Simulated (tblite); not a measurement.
C₅H₁₀O₂SSi.
Numbering: `[CH3:1][S:2][Si@H:3]([O:4][CH:5]=[O:6])[CH:7]1[CH2:8][CH2:9]1` (hydrogens: H10, H11, H12 on C1; H13 on Si3; H14 on C5; H15 on C7; H16, H17 on C8; H18, H19 on C9)

Computed with GFN2-xTB (tblite), gas phase: L-BFGS steps from a force-field or distance-geometry start until the largest atomic force falls under 0.01 eV/Å.

Step 10: E = -787.7920 eV
```
atom  x, y, z in Å  |  force x, y, z in eV/Å
C1      2.9432   -0.3873    0.5616    0.007   0.030  -0.004
S2      2.0895    1.1011    1.1768   -0.030   0.113   0.010
Si3     0.2602    0.9164    0.0924   -0.069   0.006   0.000
O4     -0.5525    2.3238    0.4864    0.013  -0.121  -0.072
C5     -1.6465    2.7032   -0.1284   -0.005   0.049  -0.055
O6     -2.1946    2.1331   -1.0225    0.153  -0.122   0.084
C7     -0.6820   -0.5981    0.6980   -0.030   0.036   0.005
C8     -1.8046   -1.1816   -0.1188    0.044  -0.061  -0.066
C9     -0.5019   -1.9049   -0.0282    0.007   0.010  -0.020
H10     3.0422   -0.3314   -0.5152    0.006   0.020  -0.058
H11     2.4011   -1.2819    0.8407   -0.073  -0.001   0.058
H12     3.9238   -0.3862    1.0227    0.019  -0.019   0.009
H13     0.5362    0.9277   -1.3442   -0.035  -0.033   0.084
H14    -2.0102    3.6580    0.2797    0.001   0.085   0.106
H15    -0.8058   -0.7015    1.7727    0.046   0.115   0.019
H16    -2.0613   -0.6870   -1.0446    0.001  -0.071   0.047
H17    -2.6563   -1.5886    0.4099    0.068   0.037  -0.041
H18     0.1510   -1.8988   -0.8896   -0.087  -0.117  -0.004
H19    -0.4411   -2.8067    0.5671   -0.037   0.043  -0.101
```

Step 11: E = -787.7966 eV
```
atom  x, y, z in Å  |  force x, y, z in eV/Å
C1      2.9397   -0.3816    0.5623   -0.034   0.035   0.000
S2      2.0838    1.1104    1.1706    0.017   0.076   0.010
Si3     0.2567    0.9152    0.0864    0.015  -0.073   0.058
O4     -0.5439    2.3210    0.4868    0.009  -0.058  -0.018
C5     -1.6381    2.6989   -0.1252    0.007   0.028  -0.050
O6     -2.1839    2.1252   -1.0177    0.098  -0.121   0.037
C7     -0.6815   -0.5992    0.6979   -0.050   0.017  -0.026
C8     -1.8036   -1.1836   -0.1205    0.015  -0.032  -0.029
C9     -0.5030   -1.9066   -0.0299    0.021   0.031   0.017
H10     3.0369   -0.3279   -0.5152    0.018   0.014  -0.042
H11     2.3917   -1.2728    0.8435   -0.050   0.011   0.051
H12     3.9199   -0.3833    1.0244    0.006  -0.010   0.003
H13     0.5365    0.9299   -1.3461   -0.036  -0.043   0.025
H14    -1.9991    3.6505    0.2855   -0.054   0.151   0.104
H15    -0.8067   -0.7014    1.7737    0.056   0.116  -0.025
H16    -2.0656   -0.6903   -1.0438    0.021  -0.038  -0.004
H17    -2.6561   -1.5859    0.4077    0.041  -0.002  -0.004
H18     0.1499   -1.9028   -0.8902   -0.068  -0.106  -0.027
H19    -0.4433   -2.8063    0.5664   -0.033   0.004  -0.080
```

Step 12: E = -787.8000 eV
```
atom  x, y, z in Å  |  force x, y, z in eV/Å
C1      2.9366   -0.3771    0.5627   -0.053   0.032   0.003
S2      2.0801    1.1187    1.1665    0.052   0.030   0.001
Si3     0.2545    0.9129    0.0830    0.073  -0.098   0.081
O4     -0.5378    2.3179    0.4865    0.005   0.024   0.039
C5     -1.6319    2.6969   -0.1235    0.017   0.012  -0.012
O6     -2.1743    2.1170   -1.0135    0.036  -0.083   0.001
C7     -0.6821   -0.5997    0.6972   -0.037   0.008  -0.029
C8     -1.8024   -1.1858   -0.1223   -0.037   0.005   0.000
C9     -0.5036   -1.9071   -0.0309    0.040   0.012   0.027
H10     3.0334   -0.3252   -0.5159    0.019   0.007  -0.005
H11     2.3841   -1.2661    0.8465   -0.023   0.039   0.035
H12     3.9171   -0.3814    1.0256   -0.017  -0.004  -0.007
H13     0.5359    0.9306   -1.3468   -0.033  -0.052  -0.020
H14    -1.9922    3.6478    0.2916   -0.066   0.126   0.060
H15    -0.8063   -0.6989    1.7740    0.052   0.106  -0.051
H16    -2.0682   -0.6933   -1.0434    0.032  -0.009  -0.052
H17    -2.6551   -1.5840    0.4061    0.012  -0.036   0.025
H18     0.1478   -1.9079   -0.8911   -0.042  -0.084  -0.050
H19    -0.4456   -2.8060    0.5642   -0.029  -0.035  -0.045
```

Step 13: E = -787.8026 eV
```
atom  x, y, z in Å  |  force x, y, z in eV/Å
C1      2.9337   -0.3733    0.5629   -0.044   0.022   0.004
S2      2.0786    1.1254    1.1638    0.072   0.001  -0.003
Si3     0.2544    0.9097    0.0819    0.088  -0.053   0.064
O4     -0.5335    2.3158    0.4868    0.006   0.072   0.070
C5     -1.6274    2.6961   -0.1225    0.021   0.000   0.031
O6     -2.1664    2.1096   -1.0102   -0.007  -0.023  -0.005
C7     -0.6833   -0.5997    0.6961   -0.014  -0.009  -0.039
C8     -1.8021   -1.1874   -0.1238   -0.040   0.024   0.020
C9     -0.5034   -1.9073   -0.0313    0.017   0.000   0.021
H10     3.0314   -0.3231   -0.5165    0.012   0.001   0.026
H11     2.3781   -1.2606    0.8494   -0.007   0.059   0.019
H12     3.9147   -0.3802    1.0263   -0.037   0.001  -0.014
H13     0.5348    0.9300   -1.3474   -0.029  -0.058  -0.033
H14    -1.9885    3.6481    0.2969   -0.053   0.050  -0.004
H15    -0.8048   -0.6950    1.7734    0.038   0.085  -0.047
H16    -2.0693   -0.6958   -1.0440    0.033   0.007  -0.079
H17    -2.6542   -1.5834    0.4055   -0.015  -0.057   0.041
H18     0.1453   -1.9133   -0.8926   -0.019  -0.059  -0.061
H19    -0.4478   -2.8065    0.5617   -0.024  -0.064  -0.008
```

Task: Estimate the geometry and energy of step 14. (The exact step hangs on the optimiser's Hessian estimate; all steps are aligned on step 13, rigid shifts and turns removed.)

Result: E = -787.8047 eV, largest force 0.106 eV/Å
```
atom  x, y, z in Å  |  force x, y, z in eV/Å
C1      2.9307   -0.3698    0.5632   -0.019   0.010   0.004
S2      2.0789    1.1309    1.1616    0.077  -0.006   0.000
Si3     0.2559    0.9064    0.0822    0.068   0.029   0.026
O4     -0.5298    2.3153    0.4884    0.012   0.077   0.072
C5     -1.6237    2.6956   -0.1212    0.018  -0.009   0.061
O6     -2.1599    2.1034   -1.0072   -0.025   0.035   0.010
C7     -0.6845   -0.5999    0.6945    0.020  -0.006  -0.035
C8     -1.8025   -1.1883   -0.1248   -0.041   0.024   0.015
C9     -0.5031   -1.9075   -0.0312   -0.009  -0.032  -0.004
H10     3.0299   -0.3214   -0.5165    0.004  -0.003   0.039
H11     2.3731   -1.2551    0.8522   -0.004   0.060   0.009
H12     3.9119   -0.3791    1.0265   -0.039   0.003  -0.014
H13     0.5332    0.9283   -1.3484   -0.026  -0.060  -0.021
H14    -1.9866    3.6491    0.3010   -0.032  -0.029  -0.061
H15    -0.8030   -0.6901    1.7720    0.021   0.059  -0.032
H16    -2.0695   -0.6978   -1.0458    0.031   0.005  -0.070
H17    -2.6537   -1.5840    0.4058   -0.021  -0.057   0.037
H18     0.1428   -1.9188   -0.8950   -0.013  -0.035  -0.049
H19    -0.4500   -2.8080    0.5595   -0.020  -0.065   0.012
```

The energy changes by -0.0021 eV. The first-order estimate −F·Δx gives -0.0029 eV and the mean of the old and new forces, exact on a quadratic surface, -0.0021 eV. The step makes an angle of 61° with the force vector and moves no atom by more than 0.009 Å.

The cost below is that of the whole relaxation. The run took 0.95 s on an Arm Neoverse N1 with one thread, no GPU, on a shared host.
